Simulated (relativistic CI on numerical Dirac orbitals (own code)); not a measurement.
Computed by Dirac-Coulomb-Breit CI, orbitals from a KLI potential per configuration, a model potential for QED, unscaled Slater integrals (own radial code, finite nucleus).

CI space (outside the closed core 1s2): 2s, 2p, 3s, 3p, 3d, 4s, 4p, 4d, 4f, 5s, 5p, 5d, 5f, 5g, 6s, 6p, 6d. Levels of other configurations are missing.

At this charge energies of transitions that change n are usually good to better than 1 %, and those within a shell (Δn = 0) to a few per cent.

Outline of the computed level scheme of Sr XXXVI. Lowest level of each configuration: 2s 2S_1/2 at 0.00 eV; 2p 2P°_1/2 at 76.23 eV; 3s 2S_1/2 at 2588.20 eV; 3p 2P°_1/2 at 2609.35 eV; 3d 2D_3/2 at 2641.19 eV; 4s 2S_1/2 at 3481.80 eV; 4p 2P°_1/2 at 3490.50 eV; 4d 2D_3/2 at 3503.86 eV; 4f 2F°_5/2 at 3507.25 eV.

Some strong electric-dipole decays among the lowest 15 levels: 3d 2D_5/2 → 2p 2P°_3/2 (1.1e+14 s⁻¹); 3d 2D_3/2 → 2p 2P°_1/2 (9.4e+13 s⁻¹); 3p 2P°_1/2 → 2s 2S_1/2 (3.9e+13 s⁻¹); 3p 2P°_3/2 → 2s 2S_1/2 (3.6e+13 s⁻¹); 4d 2D_5/2 → 2p 2P°_3/2 (3.5e+13 s⁻¹); 4d 2D_3/2 → 2p 2P°_1/2 (3.1e+13 s⁻¹); 4f 2F°_7/2 → 3d 2D_5/2 (2.3e+13 s⁻¹); 4f 2F°_5/2 → 3d 2D_3/2 (2.2e+13 s⁻¹).
